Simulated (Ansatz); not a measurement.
This geometry of CH4AlNO (8 atoms, charge 0, multiplicity 1) is a first-order saddle point.

Theory: RKS PBE-D4/STO-3G in Ansatz.

```xyz
8
Properties=species:S:1:pos:R:3
N 0.643 1.178 -0.703
C 0.326 0.228 0.268
O 1.108 0.648 1.281
Al -0.829 -1.316 0.166
H 0.049 1.379 -1.571
H 1.323 1.590 0.256
H -1.964 -1.274 -0.829
H -0.564 -2.490 1.077
```

Which two structures does it join? (They come from a converged band through this point; their orientation in space is the band's.)

Bonds broken: O3–H6. Bonds formed: N1–H6.

Initial state:

```xyz
8
Properties=species:S:1:pos:R:3
N 0.396 1.379 -0.830
C 0.316 0.360 0.045
O 1.226 0.492 1.130
Al -0.786 -1.229 0.108
H -0.337 1.163 -1.598
H 1.687 1.396 0.874
H -1.770 -1.398 -1.026
H -0.641 -2.219 1.240
```

Final state:

```xyz
8
Properties=species:S:1:pos:R:3
N 0.802 0.998 -0.650
C 0.408 0.226 0.560
O 0.960 0.507 1.670
Al -0.788 -1.267 0.127
H -0.011 1.175 -1.307
H 1.241 1.934 -0.408
H -1.901 -1.033 -0.876
H -0.619 -2.597 0.828
```

How far does it lie above each of them?

0.94 eV above the first and 1.14 eV above the second. This is the barrier of this one path; another mechanism may lie lower. The orbitals stay closed-shell, which can raise the energy where a bond breaks towards radicals; this wasn't checked here. Limits of this set-up: minimal basis.

Time of the run: 99 s on 1 thread of Intel(R) Xeon(R) 6975P-C (Granite Rapids), with other jobs on the host, peak memory 0.095 GiB.
